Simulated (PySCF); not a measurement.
BHO, SMILES B=O. Geometry: PBE0-D3(BJ)/def2-TZVPD.

PySCF 2.14.0 with TDA-ωB97X/def2-TZVPD puts the lowest singlet excitations at 8.12, 8.30, 8.30, 9.79, 9.79, 10.04 eV.

Task: What are the lowest excitation roots from PySCF with ADC(3)/aug-cc-pVDZ? (Estimate from the structure and the level; the computed values follow.)

Result: 8.34, 8.42, 8.42, 10.14, 10.14, 10.52 eV. S1 differs by 0.22 eV (second minus first; roots are paired by order, and the bases may differ).
